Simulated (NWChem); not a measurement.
# Correlation energy of GeS

```xyz
2

Ge     0.0000     0.0000     0.6727
S      0.0000     0.0000    -1.3454
```
Charge 0, spin multiplicity 1.

All runs are NWChem calculations. All single points use one geometry, from PBE0/def2-SVP, a minimum by its harmonic frequencies.

Basis set: def2-SVP. Each correlation energy counts from its own Hartree-Fock reference.

The Hamiltonian is non-relativistic. The correlated methods keep 14 core orbitals frozen. The structure started from a generated list of species. Coupled-cluster values serve here as a point of comparison, not as the truth.

**Question.** Order these methods by the correlation energy they give, lowest first: MP2, SCS-MP2, CR-CCSD[T], CR-CCSD(T).

**Answer.** CR-CCSD[T] (-353.7 mHa), CR-CCSD(T) (-352.1 mHa), MP2 (-332.0 mHa), SCS-MP2 (-311.8 mHa)
